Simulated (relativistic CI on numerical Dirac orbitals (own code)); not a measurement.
Level scheme of Pt LVIII

Method of calculation: Dirac-Coulomb-Breit CI, separate exchange-only KLI orbitals for each configuration, QED by a radiative potential, unscaled Slater integrals (own radial code, finite nucleus).

Configurations in the expansion (outside the closed core [Ne]): 3s2 3p6 3d3, 3s2 3p5 3d4, 3s 3p6 3d4, 3s2 3p6 3d2 4s, 3s2 3p6 3d2 4p, 3s2 3p6 3d2 4d, 3s2 3p5 3d3 4s, 3s2 3p6 3d2 4f, 3s2 3p5 3d3 4p, 3s 3p6 3d3 4s, 3p6 3d4 4p, 3p6 3d5, 3p5 3d6, 3p5 3d5 4s, 3p6 3d4 4s, 3p5 3d4 4s2, 3s2 3p6 3d 4s2, 3s2 3p6 4s2 4p, 3s2 3p6 4s2 4d. Double excitations out of closed p, d and f shells are left out; levels of such configurations are missing from the list, as are those of other unlisted configurations, and high levels can miss mixing partners. These lack a partner that the ground configuration has and come out too high: 3s2 3p5 3d3 4p.

The lowest level is 3s2 3p6 3d3 4F_3/2, with 42 % of that term; Hund's rules for 3s2 3p6 3d3 give 4F with J = 3/2, in agreement.

| No. | Configuration | Term | J | E (10³ cm⁻¹) | % | Lifetime (s) | jj configuration (%) |
| --- | --- | --- | --- | --- | --- | --- | --- |
| 1 | 3s2 3p6 3d3 | 4F | 3/2 | 0.0 | 42 |  | 3d3/2^3 (99) |
| 2 | 3s2 3p6 3d3 | 4F | 5/2 | 688.0 | 81 | 1.35e-07 | 3d3/2^2 3d5/2 (99) |
| 3 | 3s2 3p6 3d3 | 4P | 3/2 | 743.8 | 38 | 1.70e-07 | 3d3/2^2 3d5/2 (99) |
| 4 | 3s2 3p6 3d3 | 2H | 9/2 | 773.2 | 47 |  | 3d3/2^2 3d5/2 (100) |
| 5 | 3s2 3p6 3d3 | 2G | 7/2 | 777.4 | 50 | 1.08e-04 | 3d3/2^2 3d5/2 (98) |
| 6 | 3s2 3p6 3d3 | 4P | 1/2 | 792.4 | 57 | 4.56e-07 | 3d3/2^2 3d5/2 (100) |
| 7 | 3s2 3p6 3d3 | 2D | 5/2 | 1005.0 | 46 | 1.56e-06 | 3d3/2^2 3d5/2 (97) |
| 8 | 3s2 3p6 3d3 | 4F | 7/2 | 1453.0 | 68 | 7.72e-08 | 3d3/2 3d5/2^2 (99) |
| 9 | 3s2 3p6 3d3 | 4F | 9/2 | 1493.7 | 49 | 1.31e-07 | 3d3/2 3d5/2^2 (99) |
| 10 | 3s2 3p6 3d3 | 4P | 3/2 | 1544.1 | 40 | 6.68e-08 | 3d3/2 3d5/2^2 (100) |
| 11 | 3s2 3p6 3d3 | 2P | 1/2 | 1570.6 | 57 | 1.02e-07 | 3d3/2 3d5/2^2 (100) |
| 12 | 3s2 3p6 3d3 | 2H | 11/2 | 1575.8 | 100 | 3.37e-07 | 3d3/2 3d5/2^2 (100) |
| 13 | 3s2 3p6 3d3 | 4P | 5/2 | 1580.5 | 40 | 1.24e-07 | 3d3/2 3d5/2^2 (97) |
| 14 | 3s2 3p6 3d3 | 2F | 7/2 | 1663.0 | 78 | 2.59e-07 | 3d3/2 3d5/2^2 (99) |
| 15 | 3s2 3p6 3d3 | 2F | 5/2 | 1663.1 | 45 | 2.01e-07 | 3d3/2 3d5/2^2 (99) |
| 16 | 3s2 3p6 3d3 | 2D | 3/2 | 1852.0 | 81 | 1.40e-07 | 3d3/2 3d5/2^2 (98) |
| 17 | 3s2 3p6 3d3 | 2G | 9/2 | 2260.7 | 49 | 6.66e-08 | 3d5/2^3 (99) |
| 18 | 3s2 3p6 3d3 | 2P | 3/2 | 2388.4 | 43 | 6.35e-08 | 3d5/2^3 (98) |
| 19 | 3s2 3p6 3d3 | 2D | 5/2 | 2480.7 | 58 | 5.40e-08 | 3d5/2^3 (98) |
| 20 | 3s2 3p5 3d4 | 4P° | 3/2 | 2481.0 | 20 | 8.60e-11 | 3p3/2^3 3d3/2^4 (97) |
| 21 | 3s2 3p5 3d4 | 4D° | 5/2 | 3111.8 | 27 | 6.86e-11 | 3p3/2^3 3d3/2^3 3d5/2 (97) |
| 22 | 3s2 3p5 3d4 | 4P° | 1/2 | 3182.1 | 27 | 3.40e-11 | 3p3/2^3 3d3/2^3 3d5/2 (98) |
| 23 | 3s2 3p5 3d4 | 2D° | 3/2 | 3194.8 | 25 | 1.01e-10 | 3p3/2^3 3d3/2^3 3d5/2 (98) |
| 24 | 3s2 3p5 3d4 | 4F° | 9/2 | 3205.9 | 28 | 8.69e-11 | 3p3/2^3 3d3/2^3 3d5/2 (96) |
| 25 | 3s2 3p5 3d4 | 4D° | 7/2 | 3206.2 | 23 | 6.26e-11 | 3p3/2^3 3d3/2^3 3d5/2 (95) |
| 26 | 3s2 3p5 3d4 | 4G° | 11/2 | 3242.7 | 31 | 1.30e-10 | 3p3/2^3 3d3/2^3 3d5/2 (98) |
| 27 | 3s2 3p5 3d4 | 2G° | 7/2 | 3262.9 | 21 | 5.92e-11 | 3p3/2^3 3d3/2^3 3d5/2 (96) |
| 28 | 3s2 3p5 3d4 | 4F° | 5/2 | 3313.7 | 25 | 4.99e-11 | 3p3/2^3 3d3/2^3 3d5/2 (96) |
| 29 | 3s2 3p5 3d4 | 4D° | 3/2 | 3340.0 | 23 | 6.10e-11 | 3p3/2^3 3d3/2^3 3d5/2 (93) |
| 30 | 3s2 3p5 3d4 | 4D° | 5/2 | 3374.9 | 25 | 9.55e-11 | 3p3/2^3 3d3/2^3 3d5/2 (95) |
| 31 | 3s2 3p5 3d4 | 2G° | 9/2 | 3387.7 | 30 | 2.12e-10 | 3p3/2^3 3d3/2^3 3d5/2 (96) |
| 32 | 3s2 3p5 3d4 | 4F° | 7/2 | 3417.2 | 25 | 1.28e-10 | 3p3/2^3 3d3/2^3 3d5/2 (95) |
| 33 | 3s2 3p5 3d4 | 4D° | 1/2 | 3561.7 | 42 | 7.79e-13 | 3p3/2^3 3d3/2^3 3d5/2 (97) |
| 34 | 3s2 3p5 3d4 | 2F° | 5/2 | 3616.6 | 39 | 5.84e-13 | 3p3/2^3 3d3/2^3 3d5/2 (96) |
| 35 | 3s2 3p5 3d4 | 2D° | 3/2 | 3691.7 | 39 | 4.88e-13 | 3p3/2^3 3d3/2^3 3d5/2 (96) |
| 36 | 3s2 3p5 3d4 | 6D° | 7/2 | 3848.7 | 30 | 3.22e-11 | 3p3/2^3 3d3/2^2 3d5/2^2 (93) |
| 37 | 3s2 3p5 3d4 | 6D° | 9/2 | 3849.7 | 31 | 8.50e-11 | 3p3/2^3 3d3/2^2 3d5/2^2 (95) |
| 38 | 3s2 3p5 3d4 | 4D° | 1/2 | 3897.7 | 31 | 7.59e-11 | 3p3/2^3 3d3/2^2 3d5/2^2 (99) |
| 39 | 3s2 3p5 3d4 | 6D° | 3/2 | 3899.3 | 22 | 2.30e-11 | 3p3/2^3 3d3/2^2 3d5/2^2 (98) |
| 40 | 3s2 3p5 3d4 | 4G° | 11/2 | 3903.1 | 29 | 9.29e-11 | 3p3/2^3 3d3/2^2 3d5/2^2 (98) |
| 41 | 3s2 3p5 3d4 | 4F° | 5/2 | 3930.9 | 24 | 5.78e-11 | 3p3/2^3 3d3/2^2 3d5/2^2 (96) |
| 42 | 3s2 3p5 3d4 | 4I° | 13/2 | 3944.1 | 46 | 7.25e-11 | 3p3/2^3 3d3/2^2 3d5/2^2 (99) |
| 43 | 3s2 3p5 3d4 | 4F° | 7/2 | 3962.0 | 22 | 2.38e-11 | 3p3/2^3 3d3/2^2 3d5/2^2 (99) |
| 44 | 3s2 3p5 3d4 | 4G° | 11/2 | 3968.8 | 31 | 1.35e-10 | 3p3/2^3 3d3/2^2 3d5/2^2 (98) |
| 45 | 3s2 3p5 3d4 | 2K° | 15/2 | 3970.1 | 52 | 2.13e-03 | 3p3/2^3 3d3/2^2 3d5/2^2 (99) |
| 46 | 3s2 3p5 3d4 | 2G° | 9/2 | 3980.1 | 24 | 4.97e-11 | 3p3/2^3 3d3/2^2 3d5/2^2 (97) |
| 47 | 3s2 3p5 3d4 | 4F° | 7/2 | 3980.6 | 24 | 2.14e-11 | 3p3/2^3 3d3/2^2 3d5/2^2 (95) |
| 48 | 3s2 3p5 3d4 | 2D° | 5/2 | 4007.4 | 19 | 2.06e-11 | 3p3/2^3 3d3/2^2 3d5/2^2 (97) |
| 49 | 3s2 3p5 3d4 | 4P° | 3/2 | 4012.3 | 29 | 2.00e-11 | 3p3/2^3 3d3/2^2 3d5/2^2 (95) |
| 50 | 3s2 3p5 3d4 | 2H° | 9/2 | 4021.1 | 40 | 2.45e-11 | 3p3/2^3 3d3/2^2 3d5/2^2 (98) |
| 51 | 3s2 3p5 3d4 | 4D° | 5/2 | 4023.5 | 39 | 9.51e-12 | 3p3/2^3 3d3/2^2 3d5/2^2 (96) |
| 52 | 3s2 3p5 3d4 | 2I° | 13/2 | 4055.3 | 55 | 1.16e-10 | 3p3/2^3 3d3/2^2 3d5/2^2 (99) |
| 53 | 3s2 3p5 3d4 | 4D° | 7/2 | 4060.6 | 36 | 8.81e-12 | 3p3/2^3 3d3/2^2 3d5/2^2 (98) |
| 54 | 3s2 3p5 3d4 | 2F° | 5/2 | 4064.6 | 40 | 1.27e-11 | 3p3/2^3 3d3/2^2 3d5/2^2 (96) |
| 55 | 3s2 3p5 3d4 | 4G° | 9/2 | 4072.2 | 36 | 8.78e-12 | 3p3/2^3 3d3/2^2 3d5/2^2 (97) |
| 56 | 3s2 3p5 3d4 | 2H° | 11/2 | 4079.3 | 54 | 7.86e-12 | 3p3/2^3 3d3/2^2 3d5/2^2 (99) |
| 57 | 3s2 3p5 3d4 | 4F° | 3/2 | 4100.7 | 37 | 7.39e-12 | 3p3/2^3 3d3/2^2 3d5/2^2 (97) |
| 58 | 3s2 3p5 3d4 | 4G° | 7/2 | 4170.4 | 25 | 1.76e-12 | 3p3/2^3 3d3/2^2 3d5/2^2 (97) |
| 59 | 3s2 3p5 3d4 | 4G° | 11/2 | 4180.4 | 50 | 4.02e-12 | 3p3/2^3 3d3/2^2 3d5/2^2 (98) |
| 60 | 3s2 3p5 3d4 | 2D° | 3/2 | 4194.2 | 29 | 2.54e-12 | 3p3/2^3 3d3/2^2 3d5/2^2 (96) |
| 61 | 3s2 3p5 3d4 | 4D° | 1/2 | 4208.7 | 56 | 1.82e-11 | 3p3/2^3 3d3/2^2 3d5/2^2 (94) |
| 62 | 3s2 3p5 3d4 | 2H° | 9/2 | 4211.9 | 30 | 2.21e-12 | 3p3/2^3 3d3/2^2 3d5/2^2 (96) |
| 63 | 3s2 3p5 3d4 | 2F° | 5/2 | 4226.6 | 37 | 3.56e-12 | 3p3/2^3 3d3/2^2 3d5/2^2 (95) |
| 64 | 3s2 3p5 3d4 | 4D° | 3/2 | 4242.5 | 24 | 4.05e-12 | 3p3/2^3 3d3/2^2 3d5/2^2 (95) |
| 65 | 3s2 3p5 3d4 | 4F° | 5/2 | 4251.8 | 33 | 3.24e-12 | 3p3/2^3 3d3/2^2 3d5/2^2 (96) |
| 66 | 3s2 3p5 3d4 | 4D° | 7/2 | 4259.4 | 28 | 1.34e-11 | 3p3/2^3 3d3/2^2 3d5/2^2 (97) |
| 67 | 3s2 3p5 3d4 | 2H° | 11/2 | 4290.3 | 47 | 2.21e-12 | 3p3/2^3 3d3/2^2 3d5/2^2 (98) |
| 68 | 3s2 3p5 3d4 | 4F° | 9/2 | 4321.2 | 44 | 4.70e-12 | 3p3/2^3 3d3/2^2 3d5/2^2 (98) |
| 69 | 3s2 3p5 3d4 | 4D° | 3/2 | 4346.5 | 32 | 6.27e-13 | 3p3/2^3 3d3/2^2 3d5/2^2 (96) |
| 70 | 3s2 3p5 3d4 | 2G° | 7/2 | 4354.5 | 27 | 1.53e-12 | 3p3/2^3 3d3/2^2 3d5/2^2 (96) |

Energies count from the lowest computed level; ° marks odd parity; lifetimes are radiative, by E1, M1, E2, M2, E3 decay to levels of this space only; some are left blank where a channel outside the calculation adds to the decay or the decay crosses a small, uncertain gap. Filled j subshells are mostly left out of the jj labels.

The mean weight of the leading LS term, summed over parents, in these 70 levels is 39 %, and that of the leading jj configuration (from the same eigenvectors) 97 %, so jj coupling describes them better and the LS labels are nominal.

At this charge energies of transitions that change n are usually good to better than 1 %, and those within a shell (Δn = 0) to a few per cent.

LS names give the leading component of a level, which can be under half, so a name can repeat, a term be missing and a line seem to break the LS rules.
